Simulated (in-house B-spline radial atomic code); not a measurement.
A fraction x of an electron is removed from 3d in Ni³⁺, starting from [Ar] 3d7 and keeping the highest spin. Computed with a radial B-spline atomic code at the basis-set limit: non-relativistic BP86, spin-polarised, spherical fractional occupations, point nucleus.

```tsv
x	E(x) - E(0) (eV)	3d down level (eV)
0	0.0000	-45.483
0.05	2.2983	-46.451
0.21	9.9806	-49.588
0.29	14.0111	-51.179
0.39	19.2293	-53.190
0.5	25.2031	-55.429
0.59	30.2749	-57.281
0.68	35.5142	-59.151
0.79	42.1476	-61.461
0.97	53.5547	-65.297
1	55.5233	-65.943
```

The exact functional would give a straight line between the two integer points. Deviations E(x) - E(0) - x[E(1) - E(0)], in eV: -0.478 at x = 0.05, -1.679 at x = 0.21, -2.091 at x = 0.29, -2.425 at x = 0.39, -2.559 at x = 0.5, -2.484 at x = 0.59, -2.242 at x = 0.68, -1.716 at x = 0.79, -0.303 at x = 0.97.

The curve lies below the straight line by up to 2.559 eV (at x = 0.5): convex, the delocalisation error that favours fractional charges.

(1) How well does Slater's transition state (minus the level at half occupation) give the ionisation energy?

Results:

(1) It gives 55.429 eV against 55.523 eV from the two total energies; NIST lists 54.92 eV, ground level to ground level.
